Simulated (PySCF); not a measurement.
# Shapes and spin states of [NiO2]-

Computed with PBE0 in PySCF with Ni def2-SVPD, O def2-SVPD; no relativity; density-fitted integrals.

Relaxations began from a few typed shapes and spin states; open shells are unrestricted. The search is not exhaustive: other isomers or separated fragments can lie lower, and high-lying points may rest on an excited occupation.

Question: Order these stationary points by electronic energy, lowest first, in kJ/mol from the lowest minimum.
A. quartet C2v: Ni–O 1.850 Å (×2), O–O 1.420 Å; Ni–O–O 67.4° (×2), O–Ni–O 45.1°
B. quartet D∞h: Ni–O 1.655 Å (×2); O–Ni–O 180.0°
C. doublet (⟨S²⟩ 1.34) Cs: Ni–O 1.801 Å, Ni–O 1.861 Å, O–O 1.421 Å; Ni–O–O 65.0°, Ni–O–O 69.4°, O–Ni–O 45.6°
D. doublet C2v: Ni–O 1.628 Å (×2); O–Ni–O 150.6°

Answer: B (0.0), D (28.3), A (207.4), C (238.4).

Question: Which of them are minima?

Answer: By energy in kJ/mol, 0.0: minimum; 28.3: minimum; 207.4: minimum; 238.4: minimum.

Formally Ni is in oxidation state +3, d7, with 3 unpaired electrons (the high-spin count). The Mulliken spin on Ni is 1.80. The polar-tensor charge on Ni, 1.13, is far below the formal one.

For the lowest minimum: other spin states or occupations of the open shell can lie lower. The lowest empty level of this anion is unbound, so it and the gap depend on the basis.
